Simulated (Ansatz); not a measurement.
Energy profile

The step: AlHF₂ ([F][AlH][F]) + H₂O → AlHOF₂ ([OH][Al]([F])[F]) + H₂; bonds formed: H2–H5; dative contacts that become bonds: Al1–O6; bonds broken: Al1–H2, H5–O6 (atoms numbered as in the saddle structure below).

Al1  (-0.649, -0.168, -0.223)
H2  (0.625, -1.339, -0.025)
F3  (-1.272, -0.182, -1.738)
F4  (-1.643, -0.121, 1.085)
H5  (1.080, -0.381, 0.105)
O6  (0.850, 0.830, 0.005)
H7  (1.009, 1.361, 0.791)
(Å)

Electronic energies by CCSD(T) at an estimated basis limit (MP2 extrapolated from triple and quadruple zeta, plus CCSD(T) − MP2 in triple zeta), on PBE0-D4/def2-TZVP structures; AlH₃OF₂, singlet; no counterpoise correction. Computed with Ansatz 0.2.0 (basis: def2-TZVPP and def2-QZVPP); correlated methods freeze the cores. Extrapolation: Hartree–Fock as exp(−7.88 √X), correlation as X^−2.97.

(1) Give the profile in kJ/mol, counted from the separated reactants. (An estimate is asked for; the value comes from the calculation.)

The T1 diagnostic stays at or below 0.013.

## Answers

(1) Computed:
| point | kJ/mol |
| --- | --- |
| separated: AlHF₂ (linked as [F][AlH][F]; Al1, H2, F3, F4; singlet) + H₂O (H5, O6, H7; singlet) | 0.0 |
| start structure | -106.0 |
| saddle | -17.2 |
| end structure | -122.4 |
| separated: AlHOF₂ (linked as [OH][Al]([F])[F]; Al1, F3, F4, O6, H7; singlet) + H₂ (H2, H5; singlet) | -107.7 |
The saddle lies below the separated reactants: the barrier is submerged.

The step is the kind of ligand exchange by which a precursor binds to a hydroxyl group, or is hydrolysed, in atomic layer deposition of oxides.

For scale, one of the runs: CCSD(T)/def2-TZVPP, 177 basis functions (an equivalent command: `ansatz run in.yaml --threads 2`). Time: 55 s of wall clock on 2 CPU threads; the host was shared. Peak host memory: 1.7 GiB.
